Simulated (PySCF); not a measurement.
**Frontier orbitals and the lowest excitations**

Species: C3H9Al2Cl2FSi.
Geometry (PBE0-D3(BJ)/def2-SVP, Å), atoms numbered from 1 in this order:
```
atom  x, y, z in Å
C1     3.8800   -0.4826    0.4741
C2     3.0260   -0.0045   -0.4295
F3     3.3587    1.0974   -1.1370
Si4    1.3027   -0.6442   -0.8636
C5     0.0696    0.7446   -0.6596
Al6   -1.7154    0.4993   -1.3766
Cl7   -2.6697   -1.4004   -0.4403
Al8   -4.0850   -0.0867    0.8374
Cl9   -3.1628    1.8097   -0.1139
H10    4.8474   -0.0031    0.6496
H11    3.6186   -1.3690    1.0540
H12    1.0060   -1.8031    0.0304
H13    1.3219   -1.1195   -2.2827
H14    0.5058    1.6253   -1.1684
H15    0.0056    0.9955    0.4136
H16   -2.1687    0.5737   -2.8838
H17   -3.5999   -0.1650    2.3358
H18   -5.5508   -0.2606    0.2841
```

Computed with TDDFT CAM-B3LYP/def2-SVPD, vertical, gas phase, core orbitals frozen in the response in PySCF.

Kohn–Sham orbitals with the atoms that hold most of them (Löwdin shares over 4%, at most four atoms; ? is withheld):

| orbital | ε (eV) | atoms |
| --- | --- | --- |
| HOMO-3 | -10.74 | H16 23%, Al6 18%, Cl9 10%, Cl7 8% |
| HOMO-2 | -10.14 | Al8 27%, H17 21%, H18 19%, C5 7% |
| HOMO-1 | -9.66 | C5 22%, Al6 14%, H16 11%, C2 7% |
| HOMO | -9.03 | ? |
| LUMO | -0.03 | ? |
| LUMO+1 | 0.54 | Al6 22%, C1 10%, Al8 10%, Cl9 9% |
| LUMO+2 | 0.74 | Al8 32%, C1 11%, C2 10%, Cl9 10% |

Which atoms hold the LUMO, and with what shares?

Al8 (bonded to 2 Cl and 2 H) 25%; Cl7 (bonded to 2 Al) 16%; Cl9 (bonded to 2 Al) 16%; Al6 (bonded to C, 2 Cl and H) 15%. By element: aluminium 40%, chlorine 32%.

Give the leading atoms of the HOMO.

C1 (bonded to C and 2 H) 36%; C2 (bonded to C, F and Si) 30%; F3 (bonded to C) 12%; C5 (bonded to Al, Si and 2 H) 5%. By element: carbon 71%, fluorine 12%.

The HOMO–LUMO gap is 9.00 eV. Where does the response calculation put the lowest singlet, and from which orbitals?

S1 is at 6.56 eV (f = 0.010), 2.44 eV below the gap, made of HOMO-1→LUMO (62%), HOMO-2→LUMO (13%), HOMO→LUMO (12%). Its leading pair isn't HOMO and LUMO; the energies of that pair differ by 9.64 eV. 

Next come S2 at 6.89 eV (f 0.108), HOMO-2→LUMO (52%), HOMO→LUMO (11%), HOMO-1→LUMO+5 (10%); S3 at 6.94 eV (f 0.485), HOMO→LUMO+1 (43%), HOMO→LUMO+2 (24%), HOMO→LUMO+3 (13%); S4 at 7.08 eV (f 0.017), HOMO-1→LUMO+1 (26%), HOMO-1→LUMO+2 (11%); S5 at 7.22 eV (f 0.019), HOMO→LUMO+4 (33%), HOMO→LUMO+7 (17%), HOMO→LUMO+3 (12%).

Löwdin shares depend on the basis, the more so with diffuse functions.

One conformer stands for the species.
